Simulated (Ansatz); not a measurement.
One geometry of the cluster W₅⁺, several levels of theory.

```yaml
crystal:
  periodic: [false, false, false]
  atoms:
    - {symbol: W, position_ang: [3.145747, -0.266032, -0.772708]}
    - {symbol: W, position_ang: [3.194394, -0.485379, -3.231030]}
    - {symbol: W, position_ang: [1.174688, -1.413223, -2.539650]}
    - {symbol: W, position_ang: [0.681337, -0.252609, -0.582621]}
    - {symbol: W, position_ang: [2.015934, 1.287142, -1.973390]}
basis:
  gaussian: {orbitals: def2-SVP, initial_orbitals: start.molden}
total_charge: 1
magnetization: {spin_polarized: true, initial_magnetization: 1}
hamiltonian: {xc: pbe0, dispersion: d4}
scf: {omitted_lower_state_checks: [starts]}
output: {orbitals: {seedname: orbitals}}
```

The file start.molden holds the orbitals of an earlier run on this structure, at another level or in another basis.

```sh
$ ansatz run in.yaml --threads 4 --pin off --events-out ev --progress --plain --max-ram 4787MiB
```

It prints (some lines left out):

```
Functional definition: PBE0
1735 factors; their error is unknown
mean field evaluation 1: about -9114.9986 eV, gradient 2.8e1 eV
mean field evaluation 2: about -9115.4273 eV, gradient 9.1e-1 eV
mean field evaluation 4: about -9115.7085 eV, gradient 1.7e-1 eV
mean field evaluation 8: about -9115.7088 eV, gradient 3.4e-5 eV
mean field -9115.70875151 eV, -334.9961177687 hartree, gradient 1.7e-5 eV, S^2 0.797189; 0 other end points of the search recorded, 0 dependent functions left out
reference -9115.70878516 eV, -334.9961190053 hartree; 35, 34 occupied and 125, 126 virtual orbitals, 1735 factors
Total energy: -9116.05289681 eV, -335.0087648751 hartree
Checks for a lower state left out: starts
```

Hardware: 4 threads of Arm Neoverse V1 on a shared host. Wall time 21 s, peak host memory 0.75 GiB.

As the first input, with `gaussian: {orbitals: def2-TZVP, initial_orbitals: start.molden}`, `hamiltonian: {xc: pbe}`, `correlation: {method: rpa}` and without the key `output` (abridged; 25 s):

```
Functional definition: PBE
mean field -9127.06059353 eV, -335.4132902685 hartree, gradient 2.6e-6 eV, S^2 0.760741
Total energy: -9088.29781002 eV, -333.9887842489 hartree
Checks for a lower state left out: starts
```

First input, but with `gaussian: {orbitals: def2-TZVP, initial_orbitals: start.molden}`, `hamiltonian: {xc: r2scan, dispersion: d4}` (abridged; 79 s):

```
Functional definition: r2SCAN
mean field evaluation 16: about -9124.5848 eV, gradient 7.7e-6 eV
mean field -9124.58478734 eV, -335.3223060690 hartree, gradient 7.7e-6 eV, S^2 0.795572
Total energy: -9124.64516502 eV, -335.3245249078 hartree
Checks for a lower state left out: starts
```

The first input with `gaussian: {orbitals: def2-TZVP, initial_orbitals: start.molden}`, `hamiltonian: {xc: {name: r2SCAN0}, dispersion: d4}` (abridged; 2 min):

```
Functional definition: r2SCAN0
mean field evaluation 16: about -9114.9562 eV, gradient 2.6e-5 eV
mean field -9114.95621519 eV, -334.9684625689 hartree, gradient 6.8e-6 eV, S^2 1.130998
Total energy: -9115.04556872 eV, -334.9717462505 hartree
Checks for a lower state left out: starts
```

The first input with `gaussian: {orbitals: def2-TZVP, initial_orbitals: start.molden}`, `hamiltonian: {xc: {name: B3LYP}, dispersion: d4}` (abridged; 45 s):

```
Functional definition: B3LYP
mean field -9121.51273472 eV, -335.2094102174 hartree, gradient 1.3e-5 eV, S^2 0.781219
Total energy: -9122.18456791 eV, -335.2340996319 hartree
Checks for a lower state left out: starts
```

As the first input, with `gaussian: {orbitals: def2-TZVP, initial_orbitals: start.molden}`, `hamiltonian: {xc: pbe, dispersion: d4}`, `output: {forces: true, orbitals: {seedname: orbitals}}` (abridged; 14 s):

```
Functional definition: PBE
mean field evaluation 16: about -9127.0606 eV, gradient 5.4e-6 eV
mean field -9127.06061124 eV, -335.4132909193 hartree, gradient 5.4e-6 eV, S^2 0.760741
Total energy: -9127.46323976 eV, -335.4280872445 hartree
Atom 0 force     0.509595    -0.317127     0.512341 eV/Å
Atom 1 force     0.546083    -0.036432    -0.565188 eV/Å
Atom 2 force    -0.294438    -0.401797    -0.242245 eV/Å
Atom 3 force    -0.543615     0.048024     0.585056 eV/Å
Atom 4 force    -0.217624     0.707332    -0.289964 eV/Å
Dipole moment:    -0.052314    -0.072280    -0.043064 e Å
Checks for a lower state left out: starts
```

First input, but with `gaussian: {orbitals: def2-TZVP, initial_orbitals: start.molden}`, `correlation: {method: mp2}` and without the key `hamiltonian` (abridged; 36 s):

```
Functional definition: HF
mean field evaluation 16: about -9018.8374 eV, gradient 1.6e-1 eV
mean field evaluation 32: about -9018.8534 eV, gradient 2.6e-2 eV
mean field -9018.85423715 eV, -331.4367800165 hartree, gradient 1.8e-6 eV, S^2 5.751198
second order -53.58130817 eV of doubles, -0.00000000 eV of singles
Total energy: -9072.43554533 eV, -333.4058567731 hartree
Checks for a lower state left out: starts
```

Geometry: PBE0-D4/def2-SVP.

In the def2 sets W takes a core potential; there is no spin–orbit coupling. B3LYP takes the VWN-RPA correlation. Correlated methods freeze no core orbitals; core or outer-core shells of W are correlated, in sets that lack core-valence functions. At r2SCAN0-D4/def2-TZVP, MP2/def2-TZVP the charge 1 doublet is spin-contaminated (final ⟨S²⟩ up to 5.75, 0.75 for a pure state). The structure comes from a short search, and lower isomers may exist.
